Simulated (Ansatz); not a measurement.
In10N9H26⁻, a nanocrystal cut from wurtzite InN (hydrogen-capped), 45 atoms. Hardware: 2 threads of AMD EPYC 7R13 on a shared host and a share (18 GiB) of an NVIDIA H100 80GB HBM3.

In the def2 sets In takes a core potential; there is no spin–orbit coupling. Correlated methods freeze 49 core orbitals; core or outer-core shells of In are correlated, in sets that lack core-valence functions. Single mean-field runs in def2-SVP, def2-TZVP are fitted with def2-universal-jkfit.

**Question.** How many basis functions does each of these Ansatz runs have, and roughly what does it cost? PBE-D4/def2-SVP, charge -1 triplet at the geometry of the charge -1 singlet, energy, from earlier orbitals; MP2/def2-SVP, charge -1 singlet, energy, from earlier orbitals; PBE0-D4/def2-SVP, charge -1 singlet, energy, from earlier orbitals; r2SCAN-D4/def2-SVP, charge -1 singlet, relaxation, 5 steps; BLYP-D4/def2-SVP, charge -1 singlet, energy, from earlier orbitals; PBE-QIDH/def2-SVP, charge 0 doublet at the geometry of the charge -1 singlet, energy, from earlier orbitals; PBE-D4/def2-SVP, charge 0 doublet at the geometry of the charge -1 singlet, energy, from earlier orbitals; PBE-D4/def2-SVP, charge -1 singlet, energy and forces, from earlier orbitals; PBE0-D4/def2-TZVP, charge -1 singlet, energy, from earlier orbitals; PBE-D4/def2-TZVP, charge -1 singlet, energy, from earlier orbitals; ωB97X-V/def2-SVP, charge -1 singlet, energy, from earlier orbitals; PBE-QIDH/def2-SVP, charge -1 singlet, energy and forces, from earlier orbitals.

**Answer.** Other jobs shared the machine, so times can vary by a factor of up to 3.

| run | functions | fitting or Cholesky vectors | wall time | peak host memory (GiB) |
| --- | --- | --- | --- | --- |
| BLYP-D4/def2-SVP, charge -1 singlet, energy, from earlier orbitals | 516 | 3341 | 3.4 s | 1.1 |
| PBE-D4/def2-TZVP, charge -1 singlet, energy, from earlier orbitals | 935 | 3341 | 6 s | 1.2 |
| PBE0-D4/def2-SVP, charge -1 singlet, energy, from earlier orbitals | 516 | 3341 | 6 s | 1.1 |
| PBE-D4/def2-SVP, charge -1 singlet, energy and forces, from earlier orbitals | 516 | 3341 | 6.5 s | 1.1 |
| PBE0-D4/def2-TZVP, charge -1 singlet, energy, from earlier orbitals | 935 | 3341 | 7 s | 1.2 |
| MP2/def2-SVP, charge -1 singlet, energy, from earlier orbitals | 516 | 6008 | 8.5 s | 1.5 |
| ωB97X-V/def2-SVP, charge -1 singlet, energy, from earlier orbitals | 516 | 3341 | 9 s | 1.4 |
| PBE-D4/def2-SVP, charge -1 triplet at the geometry of the charge -1 singlet, energy, from earlier orbitals | 516 | 3341 | 9.1 s | 1.2 |
| PBE-QIDH/def2-SVP, charge -1 singlet, energy and forces, from earlier orbitals | 516 | 3341 | 17 s | 6.8 |
| PBE-D4/def2-SVP, charge 0 doublet at the geometry of the charge -1 singlet, energy, from earlier orbitals | 516 | 3341 | 19 s | 1.2 |
| PBE-QIDH/def2-SVP, charge 0 doublet at the geometry of the charge -1 singlet, energy, from earlier orbitals | 516 | 3341 | 30 s | 3.6 |
| r2SCAN-D4/def2-SVP, charge -1 singlet, relaxation, 5 steps | 516 | 3341 | 34 s | 1.2 |
